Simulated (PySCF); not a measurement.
## Two-component Hartree-Fock for Cs²⁸⁺ (caesium, charge +28)

Start: [Ar] 3d9; 3d3/2 filled at m_j = -1/2, +1/2, +3/2; 3d5/2 filled at m_j = -5/2, -3/2, -1/2, +1/2, +3/2, +5/2. Calculated with PySCF 2.14 in an uncontracted even-tempered set (16 s from 4.3 bohr⁻², ratio 2.8; 12 p from 5.6 bohr⁻², ratio 2.8; 8 d from 5.6 bohr⁻², ratio 2.8; 3 f from 23 bohr⁻², ratio 3): generalised Hartree-Fock with the X2C-1e Hamiltonian and a Gaussian nucleus; one run each with spin-orbit coupling (SO) screened by Boettger's factors, then bare. This is a chosen level, not necessarily the ground level.

| spinor shell | electrons | ε, screened SO (eV) | ε, bare SO (eV) | weight of nominal j (bare SO) | rms radius, bare SO (bohr) |
| --- | --- | --- | --- | --- | --- |
| 1s1/2 | 2 | -37181.6 | -37181.4 | 1.000 | 0.0298 |
| 2s1/2 | 2 | -6770.2 | -6770.2 | 1.000 | 0.121 |
| 2p1/2 | 2 | -6419.6 | -6430.0 | 1.000 | 0.104 |
| 2p3/2 | 4 | -6065.6 | -6061.6 | 1.000 | 0.110 |
| 3s1/2 | 2 | -2159.3 | -2159.4 | 1.000 | 0.311 |
| 3p1/2 | 2 | -2010.2 | -2012.3 | 0.999 | 0.302 |
| 3p3/2 | 4 | -1940.9 | -1940.1 | 1.000 | 0.313 |
| 3d3/2 | 3 | -1696.4 | -1698.6 | 0.992 | 0.281 |
| 3d5/2 | 6 | -1681.3 | -1680.0 | 0.996 | 0.285 |

| quantity | screened SO | bare SO |
| --- | --- | --- |
| E (hartree) | -7362.85517 | -7363.00379 |
| M_J | 3/2 | 3/2 |
| ⟨J²⟩ | 3.750 | 3.750 |
| ⟨L²⟩ | 6.017 | 6.018 |
| ⟨S²⟩ | 0.766 | 0.768 |

Each row is a mean over spinors that exchange with the open shell spreads, by up to 16.573 eV (3p1/2).

Breit and QED terms are absent; they matter most for the inner s and p1/2 levels.

Densities and radii are taken from the X2C orbitals without a picture-change correction, which distorts them close to the nucleus.
